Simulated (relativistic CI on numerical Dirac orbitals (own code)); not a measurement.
# What each ingredient does to the levels of Os⁵²⁺

Base calculation: Dirac-Coulomb-Breit CI, KLI orbitals optimised for each configuration, a model potential for QED, unscaled Slater integrals.

Configuration list (outside the closed core [Ne]): 3s2.3p6.3d6, 3s2.3p5.3d7, 3s2.3p4.3d8, 3s.3p6.3d7, 3p6.3d8, 3s.3p5.3d8, 3s2.3p6.3d5.4s, 3s2.3p6.3d5.4p, 3s2.3p4.3d7.4s, 3s2.3p6.3d5.4d, 3s2.3p4.3d7.4p, 3s2.3p5.3d6.4s, 3s2.3p6.3d5.4f, 3s2.3p4.3d7.4d, 3s.3p5.3d7.4s, 3s2.3p5.3d6.4p, 3s2.3p5.3d6.4d, 3s2.3p6.3d4.4s2, 3s.3p6.3d6.4s, 3p6.3d7.4s, 3p6.3d7.4p, 3s2.3p6.3d5.5s, 3p6.3d7.4d, 3s.3p6.3d5.4s2. Levels of other configurations are missing.

The lowest level and the first level of each name with at least 55 % of one term (blank where a level has no safe partner in the second run):

```
            Level  Base (eV)  Shift (eV)
 3s2.3p6.3d6 3F_4      0.000       0.000
 3s2.3p6.3d6 5D_3     72.280      -0.207
 3s2.3p6.3d6 3G_5     82.176      -0.203
 3s2.3p6.3d6 3H_6     82.178      -0.205
 3s2.3p6.3d6 3P_1    106.283      -0.205
 3s2.3p6.3d6 3F_3    108.083      -0.201
 3s2.3p6.3d6 5D_2    150.214      -0.408
 3s2.3p6.3d6 5D_0    153.231      -0.406
 3s2.3p6.3d6 3H_5    161.247      -0.409
 3s2.3p6.3d6 1I_6    164.774      -0.409
 3s2.3p6.3d6 1D_2    210.052      -0.400
 3s2.3p6.3d6 1S_0    228.547      -0.404
3s2.3p5.3d7 5G°_6    407.117      +0.681
3s2.3p5.3d7 3P°_0    418.597      +0.692
3s2.3p5.3d7 5G°_5    486.913      +0.480
3s2.3p5.3d7 3I°_7    508.709      +0.484
```

At this charge energies of transitions that change n are usually good to better than 1 %, and those within a shell (Δn = 0) to a few per cent.

Question: One thing was changed in a second run, which moved the levels as shown. Which?
A. valence Slater integrals scaled by 0.9
B. Breit term removed
C. QED terms removed
D. configuration mixing switched off

Answer: C. QED terms removed. QED shifts follow the density of s (and p1/2) electrons at the nucleus, so configurations move by their count of such electrons; where none moves, the smaller shifts of p3/2 electrons and of j = l + 1/2 against j = l − 1/2 set the pattern.

LS names give the leading component of a level, which can be under half, so a name can repeat, a term be missing and a line seem to break the LS rules.
